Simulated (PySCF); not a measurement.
Ga(F)(Cl)(Et) (C₂H₅ClFGa), SMILES C[CH2][Ga]([F])[Cl].

Geometry optimised at B3LYP-D3(BJ)/def2-SVP. The structure was generated by enumeration; whether it is a known compound was not checked. The values are those of a single conformer.

Vertical ionisation energy (IE) and electron affinity (EA) in eV. Rows of orbital energies are one-electron estimates. Where ΔSCF, EOM or ADC give a negative EA the extra electron is unbound and the value depends on the basis.

```
level                                          IE    EA
-------------------------------------------  ----  ----
−ε(HOMO), −ε(LUMO), B3LYP/def2-TZVP (PySCF)  8.38  1.26
−ε(HOMO), −ε(LUMO), PBE/def2-TZVP (PySCF)       ?     ?
```

Q: Complete the blanks. (The exact figures need the calculation; the answer reports its results.)

A: 
- −ε(HOMO), −ε(LUMO), PBE/def2-TZVP (PySCF), IE: 7.31
- −ε(HOMO), −ε(LUMO), PBE/def2-TZVP (PySCF), EA: 1.76
